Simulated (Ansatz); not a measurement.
System: sum formula H4BSiO3 (charge 0, doublet). It need not be the lowest isomer of its formula. 
Geometry from a B3LYP-D3(BJ)/def2-TZVP (Ansatz, a quantum-chemistry and plane-wave program) optimisation:
```
O
B 1 1.3518
O 2 1.3705 1 119.50
O 2 1.3712 1 121.92 3 -180.00
H 4 0.9627 2 115.56 1 180.00
Si 1 1.6573 2 134.76 3 180.00
H 6 1.4757 1 106.46 2 180.00
H 6 1.4788 7 110.15 1 -119.31
H 6 1.4788 7 110.15 8 -121.38
```
Charge 0, spin multiplicity 2.

Total electronic energies in hartree. Correlated levels leave the core frozen unless marked. Open shells are spin-unrestricted. No spin-orbit coupling. No relativistic terms. Basis-set limits of correlation are two-point, X^-3; Hartree-Fock from the larger set.

```
level                                        program  energy (Eh)
------------------------------------  --------------  -----------
HF/6-31G*                                     Ansatz   -540.66865
RI-HF/cc-pV(Q+d)Z                             Ansatz   -540.83756
PBE/def2-TZVPD                                Ansatz   -542.21334
BLYP-D3(BJ)/def2-TZVPD                Ansatz + dftd3          [?]
r2SCAN-D4/def2-TZVPD                  Ansatz + dftd4   -542.50270
PBE0-D4/def2-TZVP                     Ansatz + dftd4          [?]
PBE0/def2-TZVPD                               Ansatz   -542.25026
r2SCANh/def2-TZVPD                            Ansatz   -542.48618
r2SCAN0-D4/def2-TZVPD                 Ansatz + dftd4   -542.46697
B2GP-PLYP-D3(BJ)/def2-TZVPD           Ansatz + dftd3   -542.28036
B2GP-PLYP/def2-TZVPD                          Ansatz   -542.27637
B2PLYP-D4/def2-TZVPD                  Ansatz + dftd4          [?]
SCS-MP2/cc-pwCVTZ                             Ansatz   -541.69849
CCSD/CBS(cc-pV(T+d)Z,cc-pV(Q+d)Z)             Ansatz    -541.8530
CCSD(T)/CBS(cc-pV(T+d)Z,cc-pV(Q+d)Z)          Ansatz    -541.8915
```

Question: Fill in the missing entries.

Answer: 
- BLYP-D3(BJ)/def2-TZVPD, energy (Eh): -542.61617
- PBE0-D4/def2-TZVP, energy (Eh): -542.25364
- B2PLYP-D4/def2-TZVPD, energy (Eh): -542.36733
